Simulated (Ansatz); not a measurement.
Ideal-gas functions of BrF$_{2}$In (`[F][In]([F])[Br]`) at 500 K and 1 bar, from an Ansatz frequency run at PBE0-D4/def2-TZVP.

Molar mass 232.72 g/mol, point group C2v (symmetry number 2), electronic degeneracy 1, moments of inertia 98.613, 406.937, 505.55 u Å². Harmonic wavenumbers (cm⁻¹, unscaled): 86, 124, 134, 272, 613, 623.

Use S(trans) = R[1.5 ln M + 2.5 ln T − 1.1517]; rotational temperatures θ = 24.2544 K / I; S(rot) = R[ln(√π/σ · √(T³/θAθBθC)) + 1.5]; for each mode x = 1.438777 ν̃/T, S = R[x/(eˣ − 1) − ln(1 − e⁻ˣ)] and H = RT x/(eˣ − 1); 1 cm⁻¹ = 0.0119627 kJ/mol; R = 8.31446 J/(mol·K).

Problem. By hand: the entropy, in J/(mol·K).

Solution. Translation 187.6. Rotation: θ = 0.246, 0.0596, 0.048 K, giving 119.2. Vibration, mode by mode: 19.95, 16.93, 16.29, 10.56, 4.60, 4.49, in all 72.8. Electronic 0.0. Sum 379.6 J/(mol·K).

Problem. By hand: H − E and G − E in kJ/mol, counted from the electronic energy.

Solution. Zero-point energy ½ × 1852 × 0.0119627 = 11.1; thermal vibration 16.3; translation, rotation and pV give 4 RT = 16.6. H − E = 44.0 kJ/mol, and G − E = 44.0 − 500 × 379.6/1000 = -145.8 kJ/mol.

Vibration gives 19 % of the entropy, 53.2 J/(mol·K) of it from the modes under 150 cm⁻¹: soft modes count most, and the harmonic formula is weakest for them.
